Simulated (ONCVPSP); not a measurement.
# N (Z = 7): one change to an ONCV potential, before and after

N, optimised norm-conserving Vanderbilt (ONCV), made with ONCVPSP 4.0.1 (LDA (Perdew-Wang 92), scalar-relativistic). Core [He], reference 2s2 2p2.75 (charge +0.25). Waves: 2s: rc 0.75 bohr, ncon 5, nbas 8, qcut 8.9 1/bohr, local; 2p: rc 1.30 bohr, ncon 4, nbas 8, qcut 12.8 1/bohr, 2 projectors, debl 1.9 Ha. Local part: the s channel. Core correction: polynomial model core, fcfact 0.35.

Change: s: qcut 13; p: qcut 18.7.

Cutoffs: the cutoffs (Ha) at which the residual kinetic energy of the hardest occupied pseudo-wave falls to 1 and 0.1 mHa per electron; they do not see the model core or the augmentation charge, which bear on the density cutoff. Errors are all-electron minus pseudo energies relative to the spin-unpolarised reference configuration.

**Question.** Predict the effect on cutoff, ghosts and configuration errors.

**Answer.** The potential gets softer (228 Ha and 290 Ha → 83 Ha and 259 Ha); the lowest positive-energy flag moves from none to p at 37.9 eV; of the 4 tests that both files solve, the error grows in 1 and shrinks in 1 by more than 15 % and 0.3 meV (median size 4.2 → 6.1 meV); the range in which the p phases agree narrows (upper end at the end of the scan → 3.5); neither file shows a bound ghost.

| quantity | base | changed |
| --- | --- | --- |
| cutoff, loose | 228 Ha | 83 Ha |
| cutoff, tight | 290 Ha | 259 Ha |
| loose cutoff by channel | s 228 Ha, p 41 Ha | s 83 Ha, p 78 Ha |
| bound ghosts | none | none |
| GHOST(+) flags under 300 eV | none | p at 37.9 eV |
| error for 2s2 2p3, meV [ΔE -2.19 eV] | +0.2 | 0.0 |
| error for 2s2 2p2, meV [ΔE 11.54 eV] | +2.5 | -2.5 |
| error for 2s2 2p1, meV [ΔE 40.52 eV] | +33 | -25 |
| error for 2s1 2p3, meV [ΔE 23.00 eV] | +5.9 | +9.6 |
| s: phases at 0.76 bohr within 0.05 rad from the reference energy up to (Ha; the scan ends near 5) | to the end of the scan | 4.6 |
| p: phases at 1.32 bohr within 0.05 rad from the reference energy up to (Ha; the scan ends near 5) | to the end of the scan | 3.5 |
| rms error of d²Exc/dni dnj with the model core, mHa | 0.87 | 0.47 |
